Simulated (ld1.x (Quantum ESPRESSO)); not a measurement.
# Which setting gave this result? (neon (Ne), TM)

Base potential:

Ne (Z = 10), norm-conserving Troullier–Martins (Kleinman–Bylander form), made with ld1.x (Quantum ESPRESSO) 7.5 (PBEsol, non-relativistic). Core [He], reference 2s2 2p5 (charge +1). Waves: 2s (bound): rc 0.60 bohr; 2p (bound): rc 1.60 bohr. Local part: the p channel. Core correction: none.

Cutoffs, loose and tight: the cutoffs (Ry, on a coarse ladder) from which the occupation-weighted sum of valence levels, in a spherical-Bessel basis at the reference potential, stays within 10 and 1 mRy of its value at 400 Ry. They do not see the model core or the augmentation charge, which bear on the density cutoff. Test errors are all-electron minus pseudo excitation energies from the reference, over the configurations 2s2 2p6; 2s2 2p4; 2s2 2p3; 2s2 2p5.5; 2s2 2p2; 2s1 2p6; variants that change the core or the reference have their own tests.

Only the p radius is moved:

```csv
p radius (bohr),"cutoff, loose","cutoff, tight",bound ghosts,largest test error (meV),median size of the test errors
1.02,230 Ry,over 300 Ry,none,+473,17.4 meV
1.44,200 Ry,over 300 Ry,none,+2216,44.8 meV
1.84,200 Ry,over 300 Ry,none,+5310,118.2 meV
2.02,200 Ry,over 300 Ry,none,+7400,196.3 meV
2.16,200 Ry,over 300 Ry,none,+9263,286.9 meV
2.36,200 Ry,over 300 Ry,none,+11360,399.4 meV
```

Problem. One more run gave cutoff, loose: 200 Ry; cutoff, tight: over 300 Ry; bound ghosts: none; largest test error (meV): +919; median size of the test errors: 25.6 meV. Which value of the p radius was used?

Solution. 1.2 bohr. The median size of the test errors moves one way along this sweep, from 17.4 meV at 1.02 to 399.4 meV at 2.36 bohr, which places the run between 1.02 and 1.44 bohr.
